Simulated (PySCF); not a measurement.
**How methods differ on the ionisation energy of Bi²⁺**

Bi²⁺ [Xe] 4f14 5d10 6s2 6p1 (2P) → Bi³⁺ [Xe] 4f14 5d10 6s2 (1S), as a difference of total energies. Calculation: PySCF 2.14, in aug-cc-pwCVDZ-PP with ECP60MDF (6s5p4d1f, 48 functions); scalar relativity through the core potential. Correlated levels: valence and next inner shell: nothing frozen outside the core potential. The calculations carry no spin-orbit coupling.

| method | ionisation energy (eV) |
| --- | --- |
| UHF | 23.017 |
| MP2 (valence and next inner shell) | 23.343 |
| SCS-MP2 (valence and next inner shell) | 23.253 |
| CCSD (valence and next inner shell) | 23.330 |
| CCSD(T) (valence and next inner shell) | 23.332 |

Q: How much does correlation contribute at CCSD(T) (valence and next inner shell)?

A: 23.332 − (23.017) = 0.315 eV, measured against UHF.

The reference lies between the lowest fine-structure levels, while these numbers refer to the centres of the terms.

Errors of the correlated levels include the incompleteness of this basis.

Every method misses the reference by a wide margin, which points to the basis or the choice of state and not to the methods.

For comparison: 25.571 eV (measured; NIST Atomic Spectra Database, ionization energies).
